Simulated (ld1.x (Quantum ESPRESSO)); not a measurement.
Varying the PAW potential for iron

Base potential:

iron, PAW, made with ld1.x (Quantum ESPRESSO) 7.5 (PBE, scalar-relativistic). Core [Ar], reference 3d6 4s2 4p0. Waves: 4s (bound): rcut 2.70, rcutus 2.85 bohr; 4s channel at 1.5 Ry: rcut 2.70, rcutus 2.85 bohr; 4p (bound, empty): rcut 2.15, rcutus 2.75 bohr; 4p channel at 4.65 Ry: rcut 2.15, rcutus 2.75 bohr; 3d (bound): rcut 1.85, rcutus 2.05 bohr; 3d channel at -0.05 Ry: rcut 1.85, rcutus 2.05 bohr. Local part: all-electron potential smoothed inside 2.25 bohr (lloc = -2). Core correction: Bessel-smoothed model core inside 1.50 bohr. Augmentation charge: BESSEL, radius 1.85 bohr.

Cutoffs, loose and tight: the cutoffs (Ry, on a coarse ladder) from which the occupation-weighted sum of valence levels, in a spherical-Bessel basis at the reference potential, stays within 10 and 1 mRy of its value at 400 Ry. They do not see the model core or the augmentation charge, which bear on the density cutoff. Test errors are all-electron minus pseudo excitation energies from the reference, over the configurations 3d6 4s1 4p0; 3d6 4s0 4p0; 3d5 4s0 4p0; 3d5 4s2 4p0; 3d4 4s0 4p0; 3d5 4s2 4p1; 3d6 4s1 4p1. A dash means not determined; rows that change the core or the reference have their own tests. The largest error is taken over the tests solved by every variant that gives reliable tests at all: 3d5 4s2 4p0; 3d5 4s2 4p1; 3d6 4s0 4p0; 3d6 4s1 4p0; 3d6 4s1 4p1.

| change | outcome | cutoff, loose | cutoff, tight | bound ghosts | largest test error (meV) |
| --- | --- | --- | --- | --- | --- |
| base | generated | 25 Ry | 40 Ry | none | -178 |
| waves 4s (bound): rcut 2.14, rcutus 2.26 bohr; 4s channel at 1.5 Ry: rcut 2.14, rcutus 2.26 bohr | generated | 25 Ry | 40 Ry | none | -198 |
| waves 4s (bound): rcut 2.36, rcutus 2.50 bohr; 4s channel at 1.5 Ry: rcut 2.36, rcutus 2.50 bohr | generated | 25 Ry | 40 Ry | none | -191 |
| waves 4s (bound): rcut 2.68, rcutus 2.84 bohr; 4s channel at 1.5 Ry: rcut 2.68, rcutus 2.84 bohr | generated | 25 Ry | 40 Ry | none | -178 |
| waves 4s (bound): rcut 2.70, rcutus 3.24 bohr; 4s channel at 1.5 Ry: rcut 2.70, rcutus 3.24 bohr | generated | 25 Ry | 40 Ry | none | -167 |
| waves 4s (bound): rcut 2.70, rcutus 3.50 bohr; 4s channel at 1.5 Ry: rcut 2.70, rcutus 3.50 bohr | generated | 25 Ry | 40 Ry | none | -167 |
| waves 4s (bound): rcut 2.70, rcutus 3.98 bohr; 4s channel at 1.5 Ry: rcut 2.70, rcutus 3.98 bohr | generated | 25 Ry | 40 Ry | none | -153 |
| waves 4s (bound): rcut 2.70, rcutus 4.18 bohr; 4s channel at 1.5 Ry: rcut 2.70, rcutus 4.18 bohr | generated | 25 Ry | 40 Ry | none | -163 |

What comes out with this change to the base: waves 4s (bound): rcut 1.74, rcutus 1.84 bohr; 4s channel at 1.5 Ry: rcut 1.74, rcutus 1.84 bohr?

outcome: failed: run_pseudo: Errors in PS-KS equation. Cause: the pseudo-atom solver did not find the valence states with the expected number of nodes, which is the usual sign of a ghost state.

Reading the sweep of the s radius (base included, trends over the rows without a ghost): The loose cutoff stays near 25 Ry. The generation fails at 1.84 bohr.
